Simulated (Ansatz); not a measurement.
C$_{3}$H$_{9}$F$_{3}$OSi$_{2}$, SMILES `CO[SiH2]CC[Si](F)(F)F`. Charge 0, multiplicity 1. The structure was optimised at the PBE0-D4/def2-TZVP level. It is one conformer, not always the lowest.

```xyz
18

C     2.743   -0.023    0.915
O     1.623   -0.471    0.188
Si    0.250   -1.037    0.892
C    -1.019   -1.157   -0.476
C    -1.104    0.071   -1.395
Si   -1.672    1.634   -0.615
F    -0.593    2.273    0.346
F    -2.980    1.416    0.246
F    -2.009    2.722   -1.709
H     3.231   -0.848    1.447
H     2.466    0.748    1.642
H     3.460    0.406    0.212
H    -0.188   -0.102    1.968
H     0.469   -2.378    1.506
H    -0.771   -2.040   -1.075
H    -1.991   -1.368   -0.017
H    -1.788   -0.122   -2.231
H    -0.127    0.275   -1.845
```

(1) What is the dipole moment at PBE/def2-TZVPP? (Estimate.)

(2) And with r2SCAN, B3LYP, ωB97M-V? (An estimate is asked.)

(3) Give the Mulliken charges with PBE, ωB97M-V, B3LYP in def2-TZVPP. (An estimate is asked.)

## Answers

(1) The calculation gave: 2.23 D, with components (1.16, -1.85, -0.49) D in this frame, pointing from negative to positive charge.

(2) Computed: r2SCAN 2.27 D, B3LYP 2.31 D, ωB97M-V 2.29 D.

(3) Ansatz gave: 
```tsv
atom	PBE	ωB97M-V	B3LYP
C1	-0.15	-0.19	-0.13
O2	-0.32	-0.38	-0.39
Si3	0.38	0.39	0.47
C4	-0.22	-0.33	-0.24
C5	-0.25	-0.35	-0.26
Si6	0.81	0.94	0.94
F7	-0.26	-0.29	-0.30
F8	-0.27	-0.30	-0.31
F9	-0.26	-0.29	-0.30
H10	0.10	0.12	0.10
H11	0.10	0.12	0.10
H12	0.10	0.12	0.11
H13	-0.07	-0.03	-0.08
H14	-0.09	-0.05	-0.10
H15	0.09	0.12	0.09
H16	0.09	0.12	0.09
H17	0.10	0.13	0.10
H18	0.10	0.14	0.10
```

B3LYP here is the variant with VWN-RPA as its local correlation; programs differ in this.
